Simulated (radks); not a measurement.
The numbers below are computed, except where a source is named.
Nb4+, configuration [Kr] 4d1. Code: a radial shooting solver on a logarithmic mesh with Libxc functionals. Model: scalar-relativistic Kohn-Sham, r2SCAN, spin-unpolarised, spherical densities, finite nucleus; meta-GGA in the generalised Kohn-Sham scheme; Fermi nuclear charge, rms radius 4.324 fm. Some entries of the table are withheld. Estimate them.

orbital,occ.,eigenvalue (eV),<r> (bohr),<1/r> (bohr^-1)
1s,2,-18897.62,0.03610,42.39
2s,2,(1),(2),(3)
2p,6,-2409.836,0.1377,9.272
3s,2,-494.1539,0.4420,3.263
3p,6,-399.6650,0.4449,3.096
3d,10,(4),0.4326,(5)
4s,2,-105.0822,1.139,1.188
4p,6,-79.6486,(6),1.066
4d,1,-42.8574,1.594,0.8196

Answer. 
(1) 2s eigenvalue (eV): -2695.960
(2) 2s <r> (bohr): 0.1579
(3) 2s <1/r> (bohr^-1): 9.542
(4) 3d eigenvalue (eV): -245.7678
(5) 3d <1/r> (bohr^-1): 2.855
(6) 4p <r> (bohr): 1.252
